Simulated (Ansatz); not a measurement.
`[SiH3][SiH2][GeH3]` + `[NH2][GeH3]` → `[SiH3][SiH2][NH][GeH3]` + GeH₄ at 600 K and 1 bar (cleavage of the Si–Ge bond).

Gas-phase electronic energies from Ansatz, PBE0-D4/def2-TZVP geometries. CCSD(T)/CBS adds triple-zeta CCSD(T) − MP2 to the extrapolated MP2 energy (def2 sets, frozen cores). For Ge outer-core shells are correlated without core-valence functions, which leaves a few kJ/mol of doubt a bond. Scalar relativity is left out up to krypton. One conformer a species, not always the lowest.

```
                 species  CCSD(T)/CBS energy (Eh)  H − E (kJ/mol)  S (J/(mol·K))
    `[SiH3][SiH2][GeH3]`              -2659.06477           238.5          469.6
           `[NH2][GeH3]`              -2133.81884           167.5          333.3
`[SiH3][SiH2][NH][GeH3]`              -2714.39913           292.6          524.3
                    GeH₄              -2078.49493           105.8          256.4
```

H − E and S are ideal-gas, rigid-rotor, harmonic terms from PBE0-D4/def2-TZVP, for one conformer and one mirror image of each species. 1 Eh = 2625.50 kJ/mol, R = 8.31446 J/(mol·K).

Question: By hand: ΔE, ΔH, ΔS and ΔG.

Answer: ΔE = (-2714.39913) + (-2078.49493) − (-2659.06477) − (-2133.81884) = -0.01045 Eh = -27.4 kJ/mol. Δ(H − E) = 292.6 + 105.8 − 238.5 − 167.5 = -7.6, so ΔH = -35.0 kJ/mol. ΔS = 524.3 + 256.4 − 469.6 − 333.3 = -22.2 J/(mol·K). ΔG = -35.0 − 600 × (-22.2)/1000 = -21.7 kJ/mol.

Question: By hand: the equilibrium constant, and the temperature at which ΔG would vanish if ΔH and ΔS stayed fixed.

Answer: log₁₀ K = −ΔG/(RT ln 10) = 1.9. ΔG = 0 at ΔH/ΔS = 1577 K.

TΔS isn't small against ΔH here. A doubt of 5 kJ/mol in ΔE shifts log₁₀ K by 0.4 here. Other conformers and mirror images would add mixing entropy, several J/(mol·K) or more a flexible species. Modes under 60 cm⁻¹, often nearly free rotors, make the harmonic entropy too high. These are equilibria of isolated gas molecules and say nothing of rates. Largest T1 diagnostic: 0.013 (customary marks: 0.02 for closed shells, 0.045 for open ones).
